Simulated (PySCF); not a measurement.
1-silylprop-2-en-1-one (C3H6OSi), SMILES C=CC(=O)[SiH3].

Geometry: ωB97X-D3(BJ)/def2-SVP. Other conformers were not sampled.

Two levels are set side by side: PBE/def2-TZVP (PySCF) and B3LYP/def2-TZVP (PySCF). Same geometry, gas phase. Differences are taken from unrounded values.

```json
[
 {"quantity": "orbital gap (eV)", "B3LYP": "4.28"},
 {"quantity": "highest occupied level (eV)", "B3LYP": "-6.82"},
 {"quantity": "lowest empty level (eV)", "B3LYP": "-2.54"},
 {"quantity": "dipole moment (D)", "B3LYP": "2.45"},
 {"quantity": "mean polarisability (bohr³)", "B3LYP": "67.8"}
]
```

### Question
What does PBE give, and how far is it from B3LYP? (The exact figures need the calculation; the answer reports its results.)

### Answer

```csv
quantity,PBE,PBE minus B3LYP
orbital gap (eV),2.27,-2.01
highest occupied level (eV),-5.60,1.22
lowest empty level (eV),-3.32,-0.78
dipole moment (D),2.31,-0.14
mean polarisability (bohr³),70.4,2.6
```

Without exact exchange PBE keeps part of each electron's self-repulsion, which lifts occupied levels and narrows the gap. Loosely held outer electrons make PBE densities more polarisable. Differences between two approximate levels are no errors against the true value.

Rough cost on one machine, each run with all the roots and properties that it gave: B3LYP against PBE within a factor of 2.
